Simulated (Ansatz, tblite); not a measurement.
Removing and adding an electron: the cluster Na₃Br₄ (the lowest doublet isomer of a short search). Total charge 0; doublet. Geometry: r2SCAN-D4/def2-SVP. Ansatz, gas phase; energy differences of separate SCF runs; the oxidised species was run as a singlet alone; the reduced species was run as a singlet alone.

```xyz
7

Na   -0.8933    0.3219    1.9360
Na    2.4665    1.1994   -0.2682
Na   -0.6329   -1.0442   -1.7774
Br   -2.7305    0.1837   -0.2590
Br    1.4107    1.6459    2.1452
Br   -1.3583   -2.2400    0.7287
Br    1.7378   -0.0668   -2.5053
```

The xTB rows come from tblite. In the doublet, Br4 and Br6 lie 2.96 Å apart (atoms count from 1), so these atoms are partly bonded to each other. The structure comes from a short search, and lower isomers may exist.

```tsv
level	−HOMO (eV)	vertical IE (eV)	−LUMO (eV)	vertical EA (eV)	HOMO–LUMO gap (eV)	IE − EA (eV)
GFN1-xTB	–	–	–	6.15	–	–
PBE-D4/def2-TZVPD	6.16	–	5.65	2.85	0.51	–
BLYP-D4/def2-TZVPD	6.00	–	5.54	2.73	0.46	–
```

**Question.** Estimate the rows for GFN2-xTB, PBE0-D4/def2-TZVPD.

**Answer.** 
```json
{"level": "GFN2-xTB", "−HOMO (eV)": "–", "vertical IE (eV)": "12.79", "−LUMO (eV)": "–", "vertical EA (eV)": "7.85", "HOMO–LUMO gap (eV)": "–", "IE − EA (eV)": "4.94"}
{"level": "PBE0-D4/def2-TZVPD", "−HOMO (eV)": "7.38", "vertical IE (eV)": "–", "−LUMO (eV)": "4.87", "vertical EA (eV)": "2.99", "HOMO–LUMO gap (eV)": "2.51", "IE − EA (eV)": "–"}
```

Run but left out: PBE-D4/def2-TZVP, BLYP-D4/def2-TZVP (charge +1 singlet: an occupied level 0.02 eV above an empty one); PBE0-D4/def2-TZVP (charge +1 singlet: restricted singlet whose occupied levels cross empty ones at other levels, untested at these). At PBE0-D4/def2-TZVPD the highest occupied level of the doublet has β spin (-7.38 eV), and emptying it gives a triplet, which wasn't run; the ionisation energy to the singlet shown is then probably not the lowest one.  HOMO and LUMO are the levels of the spin that leaves or enters (xTB has no such levels and no spin-polarisation term). Other spin states of the ions may lie lower, which would lower the ionisation energy or raise the affinity. Raw xTB energy differences between charge states are shifted by several eV; the methods need an empirical correction for them.
